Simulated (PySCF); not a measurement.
# Computed records: AlH$_{3}$O$_{2}$Si, Al$_{2}$H$_{3}$O$_{2}$, AlBH$_{5}$OSi, Al$_{2}$FH$_{2}$O and others

All values are calculated (PySCF 2.14.0). Calculation on a computer-drawn molecule: optimised geometry and harmonic frequencies of an isolated molecule of the commonest isotopes, restricted reference for singlets and unrestricted otherwise, frozen core in MP2.

```yaml
- entry: 1
  formula: AlH3O2Si
  start_structure:
    atoms_angstrom:
      - [O, 1.4143, 0.113, -2.0817]
      - [Al, 0.6829, 0.2371, -0.545]
      - [O, -0.8491, 0.5548, -0.2275]
      - [Si, -2.3827, 1.0739, 0.1852]
      - [H, 1.8165, 0.1082, -2.8342]
      - [H, 1.5513, -0.0399, 0.5858]
      - [H, -2.0365, 2.4424, 0.5051]
  given:
    charge: 0
    multiplicity: 1
    method: HF
    basis: "cc-pV(D+d)Z"
    drawn_bonds_atom: [1, 2, 3, 1, 2, 4]
    drawn_bonds_other_atom: [2, 3, 4, 5, 6, 7]
    drawn_bonds_order: [1, 1, 1, 1, 1, 1]
  results:
    optimised_atom_element: [O, Al, O, Si, H, H, H]
    "optimised_atom_x [angstrom]": [1.553, 0.8641, -0.7341, -2.297, 1.192, 1.723, -2.105]
    "optimised_atom_y [angstrom]": [0.1055, 0.1313, 0.6359, 1.05, 0.3435, -0.3274, 2.55]
    "optimised_atom_z [angstrom]": [-1.985, -0.4521, -0.2366, 0.03231, -2.821, 0.7663, 0.2838]
    "modes_frequency [cm^-1]": [85.43, 86.68, 103.7, 275.7, 388.7, 517.2, 543.2, 607.2, 731.1, 908.1, 947.7, 1108, 2043, 2071, 4235]
    "modes_reduced_mass [dalton]": [7.257, 3.936, 1.199, 4.956, 1.241, 3.461, 1.286, 1.663, 1.157, 6.43, 1.2, 11.59, 1.044, 1.044, 1.068]
    "rotational_constants [GHz]": [20.14, 1.911, 1.772]
    "total_energy [hartree]": -682.4434
    "convergence_status_largest_gradient_component [hartree/bohr]": 3.131e-05
- entry: 2
  formula: AlH3O2Si
  start_structure:
    atoms_angstrom:
      - [O, 1.5528, 0.1055, -1.9846]
      - [Al, 0.8641, 0.1313, -0.4521]
      - [O, -0.7341, 0.6359, -0.2366]
      - [Si, -2.2966, 1.0505, 0.0323]
      - [H, 1.1922, 0.3435, -2.8214]
      - [H, 1.7231, -0.3274, 0.7663]
      - [H, -2.1047, 2.5503, 0.2838]
  given:
    charge: 0
    multiplicity: 1
    method: MP2
    basis: "cc-pV(D+d)Z"
    drawn_bonds_atom: [1, 2, 3, 1, 2, 4]
    drawn_bonds_other_atom: [2, 3, 4, 5, 6, 7]
    drawn_bonds_order: [1, 1, 1, 1, 1, 1]
  results:
    optimised_atom_element: [O, Al, O, Si, H, H, H]
    "optimised_atom_x [angstrom]": [1.605, 0.8966, -0.6739, -2.289, 1.177, 1.721, -2.239]
    "optimised_atom_y [angstrom]": [0.03251, 0.1295, 0.7815, 1.035, 0.3411, -0.3861, 2.556]
    "optimised_atom_z [angstrom]": [-2.008, -0.4613, -0.2409, 0.07438, -2.814, 0.76, 0.2773]
    "modes_frequency [cm^-1]": [55.08, 69.41, 128.7, 251.1, 366.5, 504.0, 519.6, 612.2, 704.5, 869.9, 892.7, 1053, 2019, 2045, 3943]
    "modes_reduced_mass [dalton]": [6.479, 7.783, 1.1, 5.308, 1.297, 4.722, 1.254, 1.334, 1.191, 5.739, 1.209, 10.7, 1.044, 1.044, 1.067]
    "rotational_constants [GHz]": [20.39, 1.851, 1.726]
    "total_energy [hartree]": -682.9575
    "convergence_status_largest_gradient_component [hartree/bohr]": 3.977e-05
- entry: 3
  formula: Al2H3O2
  start_structure:
    atoms_angstrom:
      - [O, -1.3691, 1.1595, 0.9278]
      - [Al, -0.969, -0.324, 0.2457]
      - [Al, -0.4719, -1.0262, -2.1296]
      - [O, -1.8024, -1.9975, -2.4419]
      - [H, -1.5389, 2.0453, 1.2396]
      - [H, 0.4275, -0.7229, -3.4507]
      - [H, -2.4712, -2.4666, -2.8139]
  given:
    charge: 0
    multiplicity: 2
    method: HF
    basis: "cc-pV(D+d)Z"
    drawn_bonds_atom: [1, 2, 3, 1, 3, 4]
    drawn_bonds_other_atom: [2, 3, 4, 5, 6, 7]
    drawn_bonds_order: [1, 1, 1, 1, 1, 1]
  results:
    optimised_atom_element: [O, Al, Al, O, H, H, H]
    "optimised_atom_x [angstrom]": [-1.207, -0.5348, -0.7671, -2.066, -1.753, 0.3464, -2.214]
    "optimised_atom_y [angstrom]": [1.134, -0.2452, -0.9278, -1.961, 1.823, -0.7188, -2.436]
    "optimised_atom_z [angstrom]": [1.193, 0.471, -2.072, -2.439, 0.852, -3.188, -3.24]
    "modes_frequency [cm^-1]": [49.49, 120.8, 138.2, 293.0, 352.7, 353.3, 486.3, 526.5, 568.0, 725.8, 854.4, 874.0, 1933, 4205, 4219]
    "modes_reduced_mass [dalton]": [4.954, 5.359, 4.137, 6.57, 1.217, 1.273, 1.251, 1.235, 1.08, 1.366, 6.289, 5.76, 1.043, 1.068, 1.068]
    "rotational_constants [GHz]": [12.62, 1.657, 1.596]
    "total_energy [hartree]": -635.3993
    spin_squared: 0.7912
    "convergence_status_largest_gradient_component [hartree/bohr]": 8.856e-06
- entry: 4
  formula: Al2H3O2
  start_structure:
    atoms_angstrom:
      - [O, -1.2072, 1.1339, 1.1934]
      - [Al, -0.5348, -0.2452, 0.471]
      - [Al, -0.7671, -0.9278, -2.0716]
      - [O, -2.0657, -1.9609, -2.439]
      - [H, -1.7527, 1.8225, 0.852]
      - [H, 0.3464, -0.7188, -3.1883]
      - [H, -2.2139, -2.4361, -3.2405]
  given:
    charge: 0
    multiplicity: 2
    method: MP2
    basis: "cc-pV(D+d)Z"
    drawn_bonds_atom: [1, 2, 3, 1, 3, 4]
    drawn_bonds_other_atom: [2, 3, 4, 5, 6, 7]
    drawn_bonds_order: [1, 1, 1, 1, 1, 1]
  results:
    optimised_atom_element: [O, Al, Al, O, H, H, H]
    "optimised_atom_x [angstrom]": [-1.196, -0.5105, -0.7713, -2.109, -1.777, 0.347, -2.178]
    "optimised_atom_y [angstrom]": [1.147, -0.2207, -0.9256, -1.957, 1.787, -0.7489, -2.414]
    "optimised_atom_z [angstrom]": [1.245, 0.4532, -2.072, -2.414, 0.8177, -3.191, -3.262]
    "modes_frequency [cm^-1]": [46.98, 110.2, 129.7, 287.4, 339.0, 350.6, 475.0, 552.5, 575.2, 704.6, 820.1, 841.1, 1910, 3906, 3913]
    "modes_reduced_mass [dalton]": [5.175, 4.888, 4.398, 5.108, 1.231, 1.358, 1.226, 1.23, 1.078, 1.518, 5.539, 4.358, 1.044, 1.067, 1.068]
    "rotational_constants [GHz]": [12.44, 1.646, 1.574]
    "total_energy [hartree]": -635.8801
    spin_squared: 0.7905
    "convergence_status_largest_gradient_component [hartree/bohr]": 9.77e-06
- entry: 5
  formula: AlBH5OSi
  start_structure:
    atoms_angstrom:
      - [O, 0.5521, -3.0368, -2.6553]
      - [Al, 0.9729, -1.9384, -1.4404]
      - [B, 1.5589, -0.7434, -0.034]
      - [Si, 0.9409, 1.0964, -0.069]
      - [H, 0.321, -3.5005, -3.3524]
      - [H, 2.1418, -1.2687, 0.8584]
      - [H, 1.937, 2.0904, 0.1644]
      - [H, 0.233, 1.4619, -1.2842]
      - [H, -0.0434, 1.5388, 1.0646]
  given:
    charge: 0
    multiplicity: 2
    method: HF
    basis: "cc-pV(D+d)Z"
    drawn_bonds_atom: [1, 2, 3, 1, 3, 4, 4, 4]
    drawn_bonds_other_atom: [2, 3, 4, 5, 6, 7, 8, 9]
    drawn_bonds_order: [1, 1, 1, 1, 1, 1, 1, 1]
  results:
    optimised_atom_element: [O, Al, B, Si, H, H, H, H, H]
    "optimised_atom_x [angstrom]": [0.511, 0.263, 1.338, 0.884, 1.178, 2.074, 2.126, -0.1189, 0.3586]
    "optimised_atom_y [angstrom]": [-3.04, -2.322, -0.8527, 1.133, -2.947, -1.255, 1.899, 1.5, 1.584]
    "optimised_atom_z [angstrom]": [-2.672, -1.164, -0.0649, -0.07681, -3.33, 0.7989, -0.3666, -1.11, 1.238]
    "modes_frequency [cm^-1]": [63.27, 72.22, 126.5, 161.7, 334.8, 411.4, 498.5, 505.2, 597.1, 689.8, 707.4, 876.1, 908.2, 994.2, 1021, 1036, 2273, 2279, 2289, 2677, 4224]
    "modes_reduced_mass [dalton]": [1.641, 2.113, 3.833, 3.52, 1.239, 3.449, 1.062, 1.238, 1.276, 1.744, 3.025, 2.174, 2.604, 1.109, 1.048, 1.036, 1.048, 1.049, 1.022, 1.09, 1.068]
    "rotational_constants [GHz]": [14.18, 1.441, 1.388]
    "total_energy [hartree]": -633.3045
    spin_squared: 0.842
    "convergence_status_largest_gradient_component [hartree/bohr]": 6.664e-06
- entry: 6
  formula: Al2FH2O
  start_structure:
    atoms_angstrom:
      - [O, 1.8792, -2.8846, 1.2209]
      - [Al, 0.6614, -1.8306, 1.1409]
      - [Al, -1.191, -0.1012, 1.2724]
      - [F, -2.0003, 0.2613, -0.1371]
      - [H, -0.5256, 1.3188, 1.8254]
      - [H, -2.2952, -0.6705, 2.3524]
  given:
    charge: -1
    multiplicity: 1
    method: HF
    basis: "aug-cc-pV(D+d)Z"
    drawn_bonds_atom: [1, 2, 3, 3, 3]
    drawn_bonds_other_atom: [2, 3, 4, 5, 6]
    drawn_bonds_order: [2, 1, 1, 1, 1]
  results:
    optimised_atom_element: [O, Al, Al, F, H, H]
    "optimised_atom_x [angstrom]": [1.906, 0.7302, -1.272, -1.896, -0.579, -2.361]
    "optimised_atom_y [angstrom]": [-2.946, -1.863, -0.001432, 0.1428, 1.365, -0.6045]
    "optimised_atom_z [angstrom]": [1.104, 1.174, 1.362, -0.2024, 1.855, 2.383]
    "modes_frequency [cm^-1]": [99.1, 137.9, 191.5, 253.5, 436.3, 599.5, 726.0, 746.4, 821.5, 1115, 1816, 1853]
    "modes_reduced_mass [dalton]": [13.65, 6.88, 19.55, 11.3, 1.256, 1.152, 2.276, 1.698, 1.143, 18.83, 1.055, 1.024]
    "rotational_constants [GHz]": [14.85, 1.547, 1.43]
    "total_energy [hartree]": -659.4650
    "convergence_status_largest_gradient_component [hartree/bohr]": 4.064e-05
- entry: 7
  formula: Al3H2O
  start_structure:
    atoms_angstrom:
      - [O, -0.2656, 4.1579, -0.1891]
      - [Al, 0.2024, 2.6846, -0.5575]
      - [Al, 0.7312, 0.2013, -1.2658]
      - [Al, 2.175, -1.9899, -1.3747]
      - [H, -0.2132, -0.5813, -2.3286]
      - [H, 3.2194, -3.1942, -1.2602]
  given:
    charge: 1
    multiplicity: 1
    method: HF
    basis: "cc-pV(D+d)Z"
    drawn_bonds_atom: [1, 2, 3, 3, 4]
    drawn_bonds_other_atom: [2, 3, 4, 5, 6]
    drawn_bonds_order: [2, 1, 1, 1, 1]
  results:
    optimised_atom_element: [O, Al, Al, Al, H, H]
    "optimised_atom_x [angstrom]": [0.581, 0.2252, 0.1624, 2.25, -0.8041, 3.435]
    "optimised_atom_y [angstrom]": [3.678, 2.387, 0.04341, -1.583, -0.7073, -2.539]
    "optimised_atom_z [angstrom]": [0.1496, -0.6649, -1.767, -1.148, -2.735, -0.8104]
    "modes_frequency [cm^-1]": [44.59, 121.0, 160.5, 275.1, 336.7, 348.9, 379.3, 410.5, 575.1, 1211, 2076, 2090]
    "modes_reduced_mass [dalton]": [10.23, 8.265, 10.67, 10.98, 1.096, 3.855, 1.468, 1.239, 1.097, 19.06, 1.044, 1.046]
    "rotational_constants [GHz]": [7.486, 1.134, 0.9851]
    "total_energy [hartree]": -801.4873
    "convergence_status_largest_gradient_component [hartree/bohr]": 7.217e-06
- entry: 8
  formula: AlBH3OSi
  start_structure:
    atoms_angstrom:
      - [O, -0.2498, -4.0247, -1.1718]
      - [Al, 0.338, -2.5843, -0.8625]
      - [B, 1.1429, -0.7358, -0.4534]
      - [Si, 2.937, -0.2937, -0.5191]
      - [H, 0.3446, 0.0937, -0.1026]
      - [H, 3.6556, 0.9708, -0.2201]
      - [H, 4.1159, -1.1525, -0.8647]
  given:
    charge: 0
    multiplicity: 2
    method: HF
    basis: "cc-pV(D+d)Z"
    drawn_bonds_atom: [1, 2, 3, 3, 4, 4]
    drawn_bonds_other_atom: [2, 3, 4, 5, 6, 7]
    drawn_bonds_order: [2, 1, 1, 1, 1, 1]
  results:
    optimised_atom_element: [O, Al, B, Si, H, H, H]
    "optimised_atom_x [angstrom]": [-0.1859, 0.3476, 1.122, 3.002, 0.3711, 3.598, 4.029]
    "optimised_atom_y [angstrom]": [-4.057, -2.614, -0.692, -0.2923, 0.1835, 1.023, -1.278]
    "optimised_atom_z [angstrom]": [-1.202, -0.8621, -0.4171, -0.5111, -0.09452, -0.2137, -0.8941]
    "modes_frequency [cm^-1]": [93.55, 164.9, 229.3, 292.8, 417.3, 442.8, 633.4, 646.2, 788.7, 948.2, 1036, 1202, 2350, 2361, 2727]
    "modes_reduced_mass [dalton]": [6.298, 2.665, 7.943, 1.589, 1.215, 2.801, 1.524, 1.242, 2.398, 1.663, 1.093, 18.88, 1.03, 1.054, 1.091]
    "rotational_constants [GHz]": [23.01, 1.537, 1.441]
    "total_energy [hartree]": -632.0674
    spin_squared: 0.7597
    "convergence_status_largest_gradient_component [hartree/bohr]": 7.826e-06
```
